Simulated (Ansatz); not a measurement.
Consider the substitution at a C–Si bond: `CC(F)(F)[SiH3]` + CH₃OH → `COC(C)(F)F` + SiH₄.

Isolated molecules relaxed with PBE0-D4/def2-TZVP in Ansatz; ΔE leaves out vibrations. CCSD(T)/CBS is the MP2 limit (def2-TZVPP, def2-QZVPP) plus CCSD(T) − MP2 in def2-TZVPP, frozen cores. This one scheme is used for every species. DFT in def2-TZVPP. One conformer a species, not always the lowest.

Is it downhill or uphill in electronic energy at CCSD(T)/CBS, and by how much? (Estimate.)

Ansatz gave: Downhill: ΔE = -4.4 kcal/mol.

What do these levels give: ωB97X-V, MP2/def2-TZVPP, CCSD/def2-TZVPP, CCSD(T)/def2-TZVPP, HF/def2-QZVPP, CCSD/CBS(def2)? (An estimate is asked.)

Computed: ωB97X-V -6.4, MP2/def2-TZVPP -5.8, CCSD/def2-TZVPP -6.5, CCSD(T)/def2-TZVPP -6.4, HF/def2-QZVPP -8.8, CCSD/CBS(def2) -4.5 kcal/mol.

Largest T1 diagnostic among the species: 0.012.

From PBE to PBE0 (25 % exact exchange), in def2-TZVPP and without D4, ΔE moves by −1.5 kcal/mol. In def2-TZVPP, CCSD(T) changes the Hartree–Fock value by +2.6 kcal/mol (the triples alone add +0.0 kcal/mol) and MP2 by +3.3 kcal/mol.
